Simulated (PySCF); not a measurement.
C6H13GeN.
Geometry (PBE0-D3(BJ)/def2-SVP, Å), atoms numbered from 1 in this order:
```xyz
21
C6H13GeN angstrom
C     -1.167   -1.043    0.953
C     -0.697    0.096    0.036
C     -1.602    0.178   -1.202
C     -0.731    1.429    0.799
C      0.681   -0.171   -0.392
C      1.828   -0.393   -0.741
Ge     3.608   -0.732   -1.292
N      4.697    0.272   -0.205
H     -0.527   -1.119    1.844
H     -2.201   -0.857    1.284
H     -1.138   -2.008    0.428
H     -1.580   -0.764   -1.768
H     -2.641    0.375   -0.897
H     -1.279    0.988   -1.873
H     -0.388    2.257    0.161
H     -0.084    1.389    1.688
H     -1.759    1.648    1.129
H      3.708   -0.400   -2.801
H      3.973   -2.208   -1.068
H      5.685    0.208   -0.436
H      4.439    1.255   -0.174
```

Computed, not measured: TDDFT B3LYP/def2-SVPD, vertical, gas phase, core orbitals frozen in the response (PySCF 2.14.0, density-fitted response routines). Relativistic effects, spin–orbit coupling among them, are left out although an element past zinc is present.

Frontier orbitals with the atoms that hold most of them (Löwdin shares over 4%, at most four atoms; ? is withheld):

```tsv
orbital	ε (eV)	atoms
LUMO+2	0.42	C6 26%, C5 24%, Ge7 19%, H18 6%
LUMO+1	0.26	Ge7 14%, C3 9%, C4 9%, C6 9%
LUMO	-0.25	?
HOMO	?	N8 54%, Ge7 13%, H18 9%, H21 5%
HOMO-1	-7.31	?
HOMO-2	-7.39	C6 39%, C5 35%, C2 5%, N8 5%
HOMO-3	-9.45	Ge7 20%, H19 16%, C1 11%, C2 10%
```

Question: Which atoms hold the HOMO-1, and with what shares?

Answer: C6 (bonded to C and Ge) 35%; C5 (bonded to 2 C) 32%; N8 (bonded to Ge and 2 H) 10%; Ge7 (bonded to C, N and 2 H) 6%. By element: carbon 68% or more, nitrogen 10%, germanium 6%.

Question: Which atoms hold the LUMO, and with what shares?

Answer: Ge7 (bonded to C, N and 2 H) 30%; C5 (bonded to 2 C) 13%; C6 (bonded to C and Ge) 13%; N8 (bonded to Ge and 2 H) 11%. By element: germanium 30%, carbon 26% or more, nitrogen 11%.

Question: What is the HOMO energy, and the HOMO–LUMO gap?

Answer: ε(HOMO) = -7.04 eV; the gap is 6.79 eV (0.2497 hartree).

Question: The HOMO–LUMO gap is 6.79 eV. Where does the response calculation put the lowest singlet, and from which orbitals?

Answer: S1 is at 5.72 eV (f = 0.0086), 1.07 eV below the gap, made of HOMO→LUMO (84%), HOMO-1→LUMO (10%). 

Question: One configuration dominates each of S1 and S5. Which, and how do the shares of the two leading atoms of either orbital change from the occupied to the empty one?

Answer: 
- S1 (5.72 eV, f 0.0086), HOMO→LUMO (84%): N8 54% → 11%, Ge7 13% → 30%, C5 at most 6% → 13%
- S5 (6.57 eV, f 0.0028), HOMO→LUMO+1 (71%): N8 54% → at most 9%, Ge7 13% → 14%, C3 at most 6% → 9%

Löwdin shares depend on the basis, the more so with diffuse functions.

Hardware: an Arm Neoverse N1 with one thread, no GPU (shared host). Cost: 12 min (with the writing of density and orbital grids), 1.2 GiB resident at most.

One conformer stands for the species.
